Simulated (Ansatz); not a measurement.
Born–Oppenheimer molecular dynamics of AlF3H3P (8 atoms, charge 0, multiplicity 1). It starts at the highest image of a converged band, a first-order saddle point between two minima.

Level of theory: RKS PBE0/cc-pVDZ in Ansatz 0.2.0.

```
ensemble                      : NVE (velocity Verlet)
time step                     : 0.5 fs
steps asked                   : 200
starting velocities drawn for : 100 K
seed                          : 4987
```

First frame:

```xyz
8
Properties=species:S:1:pos:R:3
Al 0.081 -0.428 0.026
F -0.135 0.069 1.809
F 1.561 0.123 -0.556
F -1.354 -0.146 -0.807
P 0.213 -2.669 1.119
H -0.771 -2.931 0.118
H 1.378 -2.730 0.296
H -0.017 -1.087 1.857
```

How far do the bonds stretch over the last three quarters of this one trajectory? (Pairs bonded in most of those frames.)


```json
{"bond": "Al1–F2", "mean (Å)": "1.676", "spread (Å)": "0.031", "shortest": "1.62", "longest": "1.74"}
{"bond": "Al1–F3", "mean (Å)": "1.680", "spread (Å)": "0.027", "shortest": "1.63", "longest": "1.72"}
{"bond": "Al1–F4", "mean (Å)": "1.679", "spread (Å)": "0.031", "shortest": "1.62", "longest": "1.73"}
{"bond": "P5–H6", "mean (Å)": "1.448", "spread (Å)": "0.020", "shortest": "1.41", "longest": "1.48"}
{"bond": "P5–H7", "mean (Å)": "1.444", "spread (Å)": "0.012", "shortest": "1.42", "longest": "1.47"}
{"bond": "P5–H8", "mean (Å)": "1.440", "spread (Å)": "0.044", "shortest": "1.37", "longest": "1.50"}
```

Pairs bonded in part of these frames only: Al1–P5 17 %.

Mean temperature of the second half: 752 K. The conserved energy stayed within 0.062 meV per atom of its start (net change -0.0045 meV per atom), so the integration is sound. The kinetic energy rose, since the run started high on the potential surface and went downhill. It ends in pieces (AlF3 + H3P), so much of that is their flight and rotation, not heat. A run of 0.1 ps of so small a system gives no equilibrium averages. The orbitals stay closed-shell, which can raise the energy where a bond breaks towards radicals; this wasn't checked here.

Time of the run: 8.9 min on 2 threads of Arm Neoverse V1, with other jobs on the host, peak memory 0.2 GiB.
